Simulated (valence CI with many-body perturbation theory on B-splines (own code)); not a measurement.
## Run record, Cr3+

Calculated by valence CI with perturbative core correlation (CI+MBPT): three valence electrons over a frozen Dirac-Fock core [Ar], radial functions for each j: 5 s, 5 p, 4 d, 4 f, with the one-electron correlation potential Σ1 (screened to all orders), the two-electron term Σ2, the three-electron term Σ3, Breit, model QED; selected single and double excitations, second order for the rest, scaled by the run's own slope (own B-spline code, finite nucleus).

Command, and the settings that its task file holds:

```sh
python run_cv.py task.json out
```

```
atom Cr  Z=24  mass_number=52  rms_radius_fm=3.6452
core [Ar]
valence 3d3
avg = 1
basis = S
breit = 1
cap = 20000
capref = 1200
cscale = 1
de = 0.0
dress = 0
eps = 2e-08
extrap = 1
h = 0.27
hh = 1
l2 = 3
lcore = 6
maxit = 60
n2 = 5
natural = 1
nlev = 30
nno = [2, 2, 2, 2, 0]
nroot = 26
nsp = [3, 3, 2, 2, 0]
pt2 = 1
qed = 1
rpa = 1
s1 = 1
s2 = 1
s3 = 1
screen = 1
tol = 2e-05
whole = 1
```

It took 18 s on 1 thread of Arm Neoverse V1, on a shared host.

Log. The first blocks belong to the next ion, which gives the ionisation energy. Fields: 2J, parity (1 odd), roots, reference size, generating configurations, candidates as configurations/state functions, variational space P, stored matrix elements, Davidson steps; e2 is the range of second-order energies in hartree. The first line gives the box (bohr), its intervals, the orbitals and the steps of their self-consistent field. Window is the range of levels sought, series limit the energy at which the first omitted orbital would enter, core excitation an estimate of the first excitation out of the core, left out the lowest levels not solved, and shifts from estimates the range by which levels moved from their first estimate, all in cm⁻¹.

```
rmax 17.7 intervals 65 orbitals 31 references ['3d3', '3d2 4s', '3d2 4p'] scf 6 t 1.4
2J=4 par=0 roots 2 ref 42 generators 7 cand 170/170 P 212/212 nnz 0 it 0
   second order: generators 17 cand 0/0 e2 -0.00000 -0.00000
2J=6 par=0 roots 2 ref 32 generators 7 cand 128/128 P 160/160 nnz 0 it 0
2J=6 par=0 roots 2 ref 32 generators 15 cand 5/5 P 165/165 nnz 0 it 0
   second order: generators 23 cand 1/1 e2 -0.00000 -0.00000
2J=8 par=0 roots 2 ref 24 generators 5 cand 98/98 P 122/122 nnz 0 it 0
   second order: generators 16 cand 0/0 e2 -0.00000 -0.00000
reference levels 456, estimated 78, window 123296 1/cm; series limit 301122, core excitation 331610
2J=3 par=0 roots 9 ref 32 generators 18 cand 316/725 P 968/2145 nnz 0 it 7
2J=3 par=0 roots 9 ref 32 generators 55 cand 432/964 P 1400/3109 nnz 1.5e+06 it 8
   second order: generators 120 cand 1064/2135 e2 -0.00001 -0.00000
2J=5 par=0 roots 9 ref 34 generators 17 cand 266/641 P 908/2196 nnz 0 it 5
2J=5 par=0 roots 9 ref 34 generators 45 cand 460/1255 P 1368/3451 nnz 1.8e+06 it 11
   second order: generators 128 cand 1156/2559 e2 -0.00001 -0.00000
2J=7 par=0 roots 6 ref 25 generators 11 cand 249/574 P 790/1900 nnz 0 it 5
2J=7 par=0 roots 6 ref 25 generators 27 cand 341/965 P 1131/2865 nnz 1.4e+06 it 9
   second order: generators 90 cand 1099/2455 e2 -0.00001 -0.00000
2J=9 par=0 roots 5 ref 18 generators 10 cand 212/403 P 689/1416 nnz 0 it 5
2J=9 par=0 roots 5 ref 18 generators 26 cand 269/660 P 958/2076 nnz 0 it 7
   second order: generators 84 cand 884/1876 e2 -0.00001 -0.00000
2J=1 par=0 roots 5 ref 19 generators 13 cand 288/434 P 839/1268 nnz 0 it 0
2J=1 par=0 roots 5 ref 19 generators 47 cand 485/727 P 1324/1995 nnz 0 it 9
   second order: generators 118 cand 789/1125 e2 -0.00001 -0.00000
2J=11 par=0 roots 1 ref 6 generators 1 cand 20/37 P 258/527 nnz 0 it 0
2J=11 par=0 roots 1 ref 6 generators 5 cand 214/410 P 472/937 nnz 0 it 0
   second order: generators 27 cand 696/1340 e2 -0.00001 -0.00001
left out: unestimated 210649, estimated 155039, shifts from estimates -78 to 1
operators 1.2
```

The Davidson iterations converged.

Set against measurement, 31 paired levels are off by 1283 cm⁻¹ on average, the worst by 2300. These come from a selection out of Sugar and Corliss, J. Phys. Chem. Ref. Data 6, 317 (1977). Levels without a partner in it may be off by more, other configurations by 1,000 to 8,000 cm⁻¹. Only levels of the ground parity were solved; by the run's estimate the other parity begins above the list, which can be wrong where configurations are misplaced. 1 measured level below the end of the list, from 20650 cm⁻¹ on, found no clear computed partner, and computed levels of the same name lie up to 1342 cm⁻¹ from them.

```yaml
Valence_energy: -7.675875 hartree
Ionisation_energy: "48.606 eV (NIST: 49.16 ± 0.05 eV (semi-empirical))"
Reference_configurations_for_the_orbitals: 3d3, 3d2 4s, 3d2 4p
Radial_orbitals: 31
Box_radius: 17.7 bohr
Largest_variational_space: 3451
Lowest_levels: 3d3 4F_3/2 0.0, 3d3 4F_5/2 232, 3d3 4F_7/2 546, 3d3 4F_9/2 931, 3d3 4P_1/2 14971, 3d3 4P_3/2 15090, 3d3 4P_5/2 15375, 3d3 2G_7/2 15425, 3d3 2G_9/2 15766, 3d3 2P_3/2 20849, 3d3 2P_1/2 20998, 3d3 2H_9/2 21126, 3d3 2H_11/2 21377, 3d3 2D_5/2 [a] 21937 cm⁻¹
```

Names give the largest LS component (configuration and term), which can be under half, so a name can repeat, a term be missing and a line seem to break the LS rules; names also repeat where a configuration has a term twice. Letters in brackets count levels of one name in rising energy.
